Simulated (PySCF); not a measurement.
Compound: C₅H₃N₃Se.
Atom-mapped SMILES: `[cH:1]1[cH:2][c:3]2[se:4][n:5][n:6][c:7]2[cH:8][n:9]1` (hydrogens: H10 on C1; H11 on C2; H12 on C8)

Computed by this run: PySCF, PBE0-D3(BJ)/def2-SVP geometry optimisation, gas phase; density fitting, grid level 2; the optimiser is geomeTRIC in internal coordinates, started from a GFN2-xTB structure.

Step 0: E = -75018.2449 eV
```
atom  x, y, z in Å  |  force x, y, z in eV/Å
C1     -1.9225    0.3442   -0.5851    0.023  -0.056   0.039
C2     -0.8051    1.0925   -0.9036    0.124  -0.022   0.030
C3      0.4202    0.6275   -0.4403    0.221  -0.062   0.071
Se4     2.1586    1.2703   -0.6037   -0.757   0.288  -0.288
N5      2.6344   -0.2318    0.4124    1.519  -0.217   0.347
N6      1.6866   -0.9433    0.7293    0.050  -0.972   0.621
C7      0.4495   -0.5749    0.3235   -0.559   1.004  -0.711
C8     -0.7570   -1.2363    0.5737    0.224   0.064  -0.007
N9     -1.9017   -0.7812    0.1283   -0.445  -0.199   0.064
H10    -2.9040    0.6553   -0.9160   -0.420   0.259  -0.223
H11    -0.8836    1.9972   -1.4859   -0.106   0.376  -0.252
H12    -0.7745   -2.1512    1.1489    0.126  -0.463   0.309
```

Step 1: E = -75018.3398 eV
```
atom  x, y, z in Å  |  force x, y, z in eV/Å
C1     -1.9339    0.3434   -0.5865   -0.049   0.008  -0.011
C2     -0.8145    1.0990   -0.9084    0.010   0.078  -0.048
C3      0.4240    0.6406   -0.4471    0.005  -0.011   0.007
Se4     2.1417    1.2774   -0.6110    0.181   0.136  -0.060
N5      2.6723   -0.2848    0.4499   -0.142  -0.011  -0.015
N6      1.6896   -0.9654    0.7432    0.037   0.061  -0.031
C7      0.4473   -0.5511    0.3090   -0.032  -0.219   0.133
C8     -0.7504   -1.2316    0.5724   -0.060   0.014  -0.018
N9     -1.9128   -0.7894    0.1317    0.007  -0.035   0.025
H10    -2.9202    0.6754   -0.9328    0.030  -0.026   0.020
H11    -0.9116    2.0128   -1.4987    0.002  -0.040   0.024
H12    -0.7305   -2.1578    1.1597    0.011   0.044  -0.026
```

**Question.** Estimate the geometry and energy of step 2. (The exact step hangs on the optimiser's Hessian estimate; all steps are aligned on step 1, rigid shifts and turns removed.)

**Answer.** E = -75018.3409 eV, largest force 0.109 eV/Å
```
atom  x, y, z in Å  |  force x, y, z in eV/Å
C1     -1.9312    0.3427   -0.5856   -0.054   0.021  -0.021
C2     -0.8106    1.0988   -0.9077    0.020  -0.042   0.029
C3      0.4270    0.6376   -0.4446   -0.063   0.051  -0.040
Se4     2.1462    1.2872   -0.6161   -0.076  -0.050   0.019
N5      2.6676   -0.2779    0.4444    0.006  -0.091   0.061
N6      1.6896   -0.9627    0.7414    0.068   0.031  -0.013
C7      0.4437   -0.5574    0.3124    0.067   0.047  -0.020
C8     -0.7557   -1.2351    0.5738    0.018   0.021  -0.010
N9     -1.9162   -0.7908    0.1322    0.021   0.017  -0.008
H10    -2.9162    0.6745   -0.9319   -0.003   0.000   0.000
H11    -0.9066    2.0115   -1.4973   -0.008  -0.003   0.000
H12    -0.7369   -2.1601    1.1604    0.005  -0.002   0.002
```

The energy changes by -0.0011 eV. The first-order estimate −F·Δx gives -0.0056 eV and the mean of the old and new forces, exact on a quadratic surface, -0.0011 eV. The step makes an angle of 54° with the force vector and moves no atom by more than 0.012 Å.

What follows is the cost of the whole optimisation. On one thread, AMD EPYC 9R14 (x86_64), shared host with 96 logical CPUs at a one-minute load of 78, this took 66 s wall and 0.84 GiB of memory at its peak.
